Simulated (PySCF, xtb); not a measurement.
BH3N, SMILES B=[NH2+], charge +1.

Harmonic wavenumbers (cm⁻¹) from GFN2-xTB run with xtb 6.7.1 at its own minimum, in rising order: 495, 638, 641, 792, 1245, 1677, 2827, 3209, 3252.

Problem. What does PBE0-D3(BJ)/def2-TZVP in PySCF give at its own minimum? (The exact figures need the calculation; the answer reports its results.)

Solution. 569, 673, 752, 920, 1454, 1615, 2876, 3479, 3546. Paired by order, the mean absolute difference is 137 cm⁻¹ and the zero-point energies are 21.1 and 22.7 kcal/mol.
